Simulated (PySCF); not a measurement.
**Bromine: highly charged ions in a basis for the neutral atom**

Br(23+) [Ne] 3s2, Br(24+) [Ne] 3s1. Calculation: PySCF 2.14, in x2c-SVPall (5s4p3d, 32 functions); scalar relativity by spin-free X2C-1e. No spin-orbit coupling, so a gap to NIST mixes the basis error with missing relativistic terms.

Changed run: basis of the neutral atom used for a highly charged ion. This setting is unsound on purpose.

```
species  method  sound run (hartree)  changed run (hartree)  converged
Br(23+)     UHF              not run            -2267.04578        yes
Br(23+)    BP86              not run            -2267.80824        yes
Br(23+)  M06-2X              not run            -2267.76510        yes
Br(24+)     UHF              not run            -2228.55737        yes
Br(24+)    BP86              not run            -2229.20056        yes
Br(24+)  M06-2X              not run            -2229.13712        yes
```

Ionisation energy of Br(23+):

```tsv
method	changed run (eV)	NIST (eV)
UHF	1047.3	1070.6 ± 1.4
BP86	1050.6	1070.6 ± 1.4
M06-2X	1051.1	1070.6 ± 1.4
```

The contracted functions were made for the neutral atom and can be too rigid for a highly charged ion.
